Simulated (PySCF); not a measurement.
`C[N+]1(C)[AlH2-][CH2]C[C@@H]1C1CC1`: 4 charge schemes on one density

C8H18AlN.
Structure used (PBE0-D3(BJ)/def2-SVP), in Å, numbered top down from 1:
```xyz
28
C8H18AlN angstrom
C     -1.208   -0.693   -1.736
N     -0.999   -0.242   -0.356
C     -1.400   -1.302    0.573
Al    -2.115    1.488   -0.044
C     -0.532    2.573   -0.607
C      0.600    1.569   -0.867
C      0.392    0.257   -0.103
C      1.478   -0.754   -0.371
C      1.888   -1.768    0.662
C      2.784   -0.610    0.356
H     -0.955    0.108   -2.443
H     -0.600   -1.584   -1.966
H     -2.269   -0.940   -1.874
H     -2.473   -1.506    0.446
H     -0.836   -2.231    0.393
H     -1.237   -0.967    1.606
H     -2.382    1.411    1.543
H     -3.395    1.285   -0.997
H     -0.690    3.219   -1.485
H     -0.253    3.249    0.221
H      1.594    1.953   -0.584
H      0.683    1.339   -1.944
H      0.404    0.496    0.976
H      1.562   -1.068   -1.417
H      1.365   -1.762    1.622
H      2.182   -2.764    0.320
H      3.707   -0.789   -0.201
H      2.860    0.186    1.102
```

Density: PBE0/pcSseg-1 (PySCF); schemes: Mulliken, IAO, Hirshfeld and ESP-fitted. Isolated species at its PBE0-D3(BJ)/def2-SVP geometry (one conformer only).

**Question.** Atoms with like bonding are taken together and averaged. Do the Mulliken, IAO, Hirshfeld and ESP-fitted schemes agree on where the charge is highest?

**Answer.** All schemes agree: Mulliken Al4 (+0.751); IAO Al4 (+0.578); Hirshfeld Al4 (+0.326); ESP-fitted Al4 (+0.666).

**Question.** For which atoms does the sign change between the 4 schemes (beyond +0.03 e in one, beyond −0.03 e in another)?

**Answer.** C7. Atomic charges aren't observables, and each scheme defines them in its own way.

**Question.** Give the atomic charges in each scheme.

**Answer.** In e; atoms taken as equivalent share a row and are averaged (×n: the atom named and its like, n in all):

```json
{"atom": "C1", "environment": "N-methyl carbon", "Mulliken": "-0.095", "IAO": "-0.301", "Hirshfeld": "-0.055", "ESP-fitted": "-0.533"}
{"atom": "N2", "environment": "nitrogen bonded to Al and 3 C", "Mulliken": "-0.777", "IAO": "-0.196", "Hirshfeld": "-0.023", "ESP-fitted": "-0.017"}
{"atom": "C3", "environment": "N-methyl carbon", "Mulliken": "-0.077", "IAO": "-0.297", "Hirshfeld": "-0.055", "ESP-fitted": "-0.308"}
{"atom": "Al4", "environment": "aluminium bonded to C, N and 2 H", "Mulliken": "+0.751", "IAO": "+0.578", "Hirshfeld": "+0.326", "ESP-fitted": "+0.666"}
{"atom": "C5", "environment": "ring CH2 carbon", "Mulliken": "-0.560", "IAO": "-0.625", "Hirshfeld": "-0.231", "ESP-fitted": "-0.429"}
{"atom": "C6", "environment": "ring CH2 carbon", "Mulliken": "-0.142", "IAO": "-0.241", "Hirshfeld": "-0.074", "ESP-fitted": "-0.123"}
{"atom": "C7", "environment": "sp3 carbon bound to nitrogen", "Mulliken": "-0.054", "IAO": "-0.009", "Hirshfeld": "+0.031", "ESP-fitted": "-0.229"}
{"atom": "C8", "environment": "three-membered-ring carbon", "Mulliken": "-0.259", "IAO": "-0.147", "Hirshfeld": "-0.043", "ESP-fitted": "+0.016"}
{"atom": "C9", "environment": "three-membered-ring carbon", "Mulliken": "-0.193", "IAO": "-0.290", "Hirshfeld": "-0.088", "ESP-fitted": "-0.210"}
{"atom": "C10", "environment": "three-membered-ring carbon", "Mulliken": "-0.178", "IAO": "-0.281", "Hirshfeld": "-0.083", "ESP-fitted": "-0.457"}
{"atom": "H11/H12/H13", "environment": "methyl hydrogen", "Mulliken": "+0.142", "IAO": "+0.149", "Hirshfeld": "+0.051", "ESP-fitted": "+0.197"}
{"atom": "H14/H15/H16", "environment": "methyl hydrogen", "Mulliken": "+0.141", "IAO": "+0.148", "Hirshfeld": "+0.050", "ESP-fitted": "+0.133"}
{"atom": "H17", "environment": "Al–H hydrogen", "Mulliken": "-0.270", "IAO": "-0.234", "Hirshfeld": "-0.204", "ESP-fitted": "-0.338"}
{"atom": "H18", "environment": "Al–H hydrogen", "Mulliken": "-0.269", "IAO": "-0.228", "Hirshfeld": "-0.200", "ESP-fitted": "-0.323"}
{"atom": "H19", "environment": "methylene hydrogen", "Mulliken": "+0.123", "IAO": "+0.134", "Hirshfeld": "+0.021", "ESP-fitted": "+0.083"}
{"atom": "H20", "environment": "methylene hydrogen", "Mulliken": "+0.131", "IAO": "+0.134", "Hirshfeld": "+0.021", "ESP-fitted": "+0.086"}
{"atom": "H21", "environment": "methylene hydrogen", "Mulliken": "+0.127", "IAO": "+0.135", "Hirshfeld": "+0.036", "ESP-fitted": "+0.092"}
{"atom": "H22", "environment": "methylene hydrogen", "Mulliken": "+0.107", "IAO": "+0.120", "Hirshfeld": "+0.031", "ESP-fitted": "+0.083"}
{"atom": "H23", "environment": "methine hydrogen", "Mulliken": "+0.126", "IAO": "+0.132", "Hirshfeld": "+0.046", "ESP-fitted": "+0.218"}
{"atom": "H24", "environment": "methine hydrogen", "Mulliken": "+0.124", "IAO": "+0.137", "Hirshfeld": "+0.044", "ESP-fitted": "+0.127"}
{"atom": "H25", "environment": "methylene hydrogen", "Mulliken": "+0.131", "IAO": "+0.142", "Hirshfeld": "+0.047", "ESP-fitted": "+0.115"}
{"atom": "H26", "environment": "methylene hydrogen", "Mulliken": "+0.134", "IAO": "+0.148", "Hirshfeld": "+0.049", "ESP-fitted": "+0.124"}
{"atom": "H27", "environment": "methylene hydrogen", "Mulliken": "+0.136", "IAO": "+0.151", "Hirshfeld": "+0.051", "ESP-fitted": "+0.180"}
{"atom": "H28", "environment": "methylene hydrogen", "Mulliken": "+0.135", "IAO": "+0.145", "Hirshfeld": "+0.050", "ESP-fitted": "+0.188"}
```

Mean size of the charges over all atoms: ESP-fitted 0.212 e, Mulliken 0.205 e, IAO 0.203 e, Hirshfeld 0.075 e. Each set sums to the total charge, 0, to within 0.001 e. The ESP scheme fits charges at the nuclei, held to the total charge, to the electrostatic potential on points at 1.4 to 2.0 times the van der Waals radii.

Some averages cover members that differ in this geometry: H14/H15/H16, ESP-fitted +0.111 to +0.149; H11/H12/H13, ESP-fitted +0.177 to +0.210; H11/H12/H13, Mulliken +0.122 to +0.154; H11/H12/H13, IAO +0.132 to +0.161 e.

**Question.** Sum the charges by element, for elements with more than one atom.

**Answer.** 
| element | atoms | Mulliken | IAO | Hirshfeld | ESP-fitted |
| --- | --- | --- | --- | --- | --- |
| C | 8 | -1.557 | -2.191 | -0.598 | -2.274 |
| H | 18 | +1.583 | +1.809 | +0.295 | +1.625 |

**Question.** How many electrons does the IAO scheme count on C9?

**Answer.** Z − q = 6 − (-0.290) = 6.290.

**Question.** How closely do the schemes follow one another over all atoms?

**Answer.** Correlation coefficient and root-mean-square difference: IAO with ESP-fitted 0.92, 0.104 e; IAO with Hirshfeld 0.91, 0.152 e; Mulliken with IAO 0.87, 0.135 e; Hirshfeld with ESP-fitted 0.87, 0.178 e; Mulliken with Hirshfeld 0.83, 0.196 e; Mulliken with ESP-fitted 0.73, 0.195 e.
